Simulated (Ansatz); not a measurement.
Start from `C[S][SnH]([F])[Cl]` and change one atom or group to get `N[BH][SnH]([F])[Cl]`.

Ansatz, PBE0-D4/def2-TZVP geometries, multiplicity 1. Each molecule was computed in one conformer, which needn't be the lowest.

Elements past krypton have def2 core potentials.

```tsv
property	`C[S][SnH]([F])[Cl]`
ideal-gas entropy at 298 K and 1 bar (rigid rotor, harmonic PBE0-D4/def2-TZVP) / J/(mol·K)	396
size of the dipole moment (PBE/def2-TZVPP) / D	1.86
HOMO–LUMO gap (B3LYP/def2-TZVPP) / eV	5.39
HOMO energy (PBE0/def2-TZVPP) / eV	-7.60
HOMO energy (B3LYP/def2-TZVPP) / eV	-7.36
HOMO–LUMO gap (PBE/def2-TZVPP) / eV	3.77
```

(1) Give the same properties after the change, and the shifts. (Estimate.)

## Answers

(1) Ansatz gave: 
```json
{"property": "ideal-gas entropy at 298 K and 1 bar (rigid rotor, harmonic PBE0-D4/def2-TZVP) / J/(mol·K)", "`N[BH][SnH]([F])[Cl]`": "375", "shift": "-21"}
{"property": "size of the dipole moment (PBE/def2-TZVPP) / D", "`N[BH][SnH]([F])[Cl]`": "4.30", "shift": "2.44"}
{"property": "HOMO–LUMO gap (B3LYP/def2-TZVPP) / eV", "`N[BH][SnH]([F])[Cl]`": "6.18", "shift": "0.79"}
{"property": "HOMO energy (PBE0/def2-TZVPP) / eV", "`N[BH][SnH]([F])[Cl]`": "-8.09", "shift": "-0.49"}
{"property": "HOMO energy (B3LYP/def2-TZVPP) / eV", "`N[BH][SnH]([F])[Cl]`": "-7.88", "shift": "-0.52"}
{"property": "HOMO–LUMO gap (PBE/def2-TZVPP) / eV", "`N[BH][SnH]([F])[Cl]`": "4.47", "shift": "0.70"}
```

With PBE0 the HOMO falls by 0.49 eV and the LUMO rises by 0.16 eV, so the gap widens by about 0.65 eV. PBE moves the HOMO by -0.48 eV and ωB97M-V by -0.40 eV. Dipoles are sizes alone; their direction can turn. Modes under 60 cm⁻¹, often nearly free rotors, make the harmonic entropy too high.

B3LYP here is the variant with VWN-RPA as its local correlation; programs differ in this.
